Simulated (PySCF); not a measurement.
ClH6NSSi2, SMILES [SiH2](Cl)S[SiH2]N.

Coordinates come from a B3LYP-D3(BJ)/def2-SVP optimisation. The structure was generated by enumeration, and PubChem lists no compound with its InChIKey, so it may never have been made. The values are those of a single conformer.

Vertical ionisation energy (IE) and electron affinity (EA) in eV. Rows of orbital energies are one-electron estimates. Where ΔSCF, EOM or ADC give a negative EA the extra electron is unbound and the value depends on the basis.

```json
[
 {"level": "−ε(HOMO), −ε(LUMO), r2SCAN/def2-TZVP (PySCF)", "IE": "6.57", "EA": "0.76"},
 {"level": "−ε(HOMO), −ε(LUMO), PBE/def2-TZVP (PySCF)", "IE": "6.27", "EA": "1.09"}
]
```
